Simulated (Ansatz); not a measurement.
System: C4H9N, net charge 0, singlet state. 
Coordinates optimised at B3LYP-D3(BJ)/def2-TZVP (Ansatz, an electronic-structure program):
```xyz
14

C     -1.5398     0.2655     0.2709
C     -0.6234    -0.9815     0.2024
C      0.5971    -0.0373     0.2786
C     -0.3237     1.1240    -0.1576
N      1.7132    -0.3468    -0.6022
H     -1.8557     0.4849     1.2912
H     -2.4165     0.2798    -0.3747
H     -0.6644    -1.4556    -0.7791
H     -0.7297    -1.7420     0.9762
H      0.8911     0.1004     1.3288
H     -0.1838     2.0937     0.3203
H     -0.2801     1.2446    -1.2408
H      2.1797    -1.1960    -0.3002
H      2.4060     0.3942    -0.5721
```
Charge 0, spin multiplicity 1.

Basis-set convergence of Hartree-Fock and MP2 correlation energies (hartree) with Ansatz. Correlated levels leave the core frozen unless marked. No spin-orbit coupling. No relativistic terms.

| basis | functions | E(HF) | E(corr, MP2) |
|---|---|---|---|
| aug-cc-pVDZ | 196 | -211.15270 | -0.76706 |
| aug-cc-pVTZ | 437 | -211.20150 | -0.91666 |
| aug-cc-pVQZ | 814 | -211.21396 | -0.96553 |

Extrapolating the two largest sets (X = 3 and 4) as X^-3: E(corr) = (64·(-0.96553) - 27·(-0.91666))/37 = -1.0012 Eh, an estimate of the basis-set limit. The largest set recovers 96.4 % of it, the smallest 76.6 %.
